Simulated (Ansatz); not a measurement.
Zn₁₂S₁₂ (started as a model of: (ZnS)12 cage of four- and six-membered rings). Charge 0, multiplicity 1. Geometry PBE-D4/def2-SVP; atoms count from 1.

```csv
atom,x (Å),y (Å),z (Å)
S1,1.3897,-1.2171,-3.3521
S2,-1.7070,-2.5679,-2.2672
S3,-3.8218,0.0171,0.2045
S4,-1.7313,1.5103,-3.0610
S5,-1.5652,3.4907,-0.1213
S6,2.0972,2.5993,-1.8693
S7,3.8219,-0.0170,-0.2042
S8,1.5654,-3.4906,0.1212
S9,-2.0972,-2.5995,1.8691
S10,1.7311,-1.5104,3.0611
S11,1.7069,2.5681,2.2672
S12,-1.3897,1.2170,3.3520
Zn13,-0.8215,-0.5484,-3.0282
Zn14,0.5546,-2.6361,-1.6995
Zn15,-2.5563,-1.8763,-0.3007
Zn16,-2.6222,1.5648,-0.9057
Zn17,-0.1512,2.6427,-1.7715
Zn18,2.4238,0.2962,-2.0452
Zn19,2.5562,1.8764,0.3006
Zn20,2.6223,-1.5647,0.9060
Zn21,0.1512,-2.6429,1.7714
Zn22,-2.4236,-0.2965,2.0454
Zn23,-0.5548,2.6361,1.6996
Zn24,0.8216,0.5484,3.0280
```

Single mean-field runs in def2-SVP are fitted with def2-universal-jkfit.

Question: Estimate the Mulliken populations from the PBE0/def2-SVP orbitals of Ansatz.

Answer: 
```tsv
atom	charge (e)	d electrons
S1	-0.48	–
S2	-0.48	–
S3	-0.48	–
S4	-0.48	–
S5	-0.48	–
S6	-0.48	–
S7	-0.48	–
S8	-0.48	–
S9	-0.48	–
S10	-0.48	–
S11	-0.48	–
S12	-0.48	–
Zn13	0.48	9.95
Zn14	0.48	9.95
Zn15	0.48	9.95
Zn16	0.48	9.95
Zn17	0.48	9.95
Zn18	0.48	9.95
Zn19	0.48	9.95
Zn20	0.48	9.95
Zn21	0.48	9.95
Zn22	0.48	9.95
Zn23	0.48	9.95
Zn24	0.48	9.95
```
Mulliken values depend strongly on the basis.

Question: And the Mayer bond orders between heavy atoms (over 0.3)?

Answer: S1–Zn13 0.67 (2.33 Å); S1–Zn14 0.67 (2.33 Å); S1–Zn18 0.78 (2.25 Å); S2–Zn13 0.67 (2.33 Å); S2–Zn14 0.67 (2.33 Å); S2–Zn15 0.78 (2.25 Å); S3–Zn15 0.67 (2.33 Å); S3–Zn16 0.78 (2.25 Å); S3–Zn22 0.67 (2.33 Å); S4–Zn13 0.78 (2.25 Å); S4–Zn16 0.67 (2.33 Å); S4–Zn17 0.67 (2.33 Å); S5–Zn16 0.67 (2.33 Å); S5–Zn17 0.67 (2.33 Å); S5–Zn23 0.78 (2.25 Å); S6–Zn17 0.78 (2.25 Å); S6–Zn18 0.67 (2.33 Å); S6–Zn19 0.67 (2.33 Å); S7–Zn18 0.67 (2.33 Å); S7–Zn19 0.67 (2.33 Å); S7–Zn20 0.78 (2.25 Å); S8–Zn14 0.78 (2.25 Å); S8–Zn20 0.67 (2.33 Å); S8–Zn21 0.67 (2.33 Å); S9–Zn15 0.67 (2.33 Å); S9–Zn21 0.78 (2.25 Å); S9–Zn22 0.67 (2.33 Å); S10–Zn20 0.67 (2.33 Å); S10–Zn21 0.67 (2.33 Å); S10–Zn24 0.78 (2.25 Å); S11–Zn19 0.78 (2.25 Å); S11–Zn23 0.67 (2.33 Å); S11–Zn24 0.67 (2.33 Å); S12–Zn22 0.78 (2.25 Å); S12–Zn23 0.67 (2.33 Å); S12–Zn24 0.67 (2.33 Å).
